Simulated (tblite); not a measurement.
Compound: H10SSi4.
Structure used (GFN2-xTB), in Å, numbered top down from 1:
```
atom  x, y, z in Å
Si1    2.5577    0.9475    0.4209
Si2    1.0198    0.1954   -1.1477
Si3   -0.9032   -0.8674   -0.3447
Si4   -2.8132    0.3542    0.1496
S5    -0.3760   -1.8531    1.5425
H6     2.0138    0.8605    1.7762
H7     3.7933    0.1604    0.3945
H8     2.9337    2.3450    0.1971
H9     1.6736   -0.7080   -2.1119
H10    0.5200    1.2901   -1.9964
H11   -1.2418   -2.0384   -1.1724
H12   -3.8137   -0.3448    0.9556
H13   -2.4556    1.5815    0.8655
H14   -3.4504    0.7523   -1.1077
H15    0.5376   -2.6671    1.0401
```

All values are computed: GFN2-xTB (tblite) harmonic vibrations without scaling, gas phase. Errors from tens to a few hundred cm⁻¹ against measured bands are possible. Modes of hydrogen on silicon and sulfur can be 10 to 20 % off. One conformer, not necessarily the lowest. The optimisation stopped once no atom felt more than 0.01 eV/Å.

Lowest wavenumbers of the output (negative numbers stand for imaginary wavenumbers):
```
mode    cm-1
  1     -26.0
  2       6.5
  3      25.3
  4      62.8
  5      80.8
  6     110.0
  7     129.6
  8     163.4
```

Q: Is this structure a minimum?

A: Not by this Hessian. 1 mode is imaginary beyond 20i (26i cm⁻¹), so at this level the point lies at or near a first-order saddle. The curvature is small, so loose convergence or finite differences may be the whole cause.

Q: Which atoms move in the imaginary mode?

A: 26i: H7 (Si–H hydrogen) 31 %, H8 (Si–H hydrogen) 30 %, H6 (Si–H hydrogen) 22 %. These are shares of the mass-weighted motion.

Q: What is the remedy?

A: Step along that mode in both directions, optimise again with tighter thresholds and repeat the frequencies. The zero-point energy of this point (50.7 kcal/mol) counts the 38 real modes alone, and thermal corrections from it aren't those of a minimum.
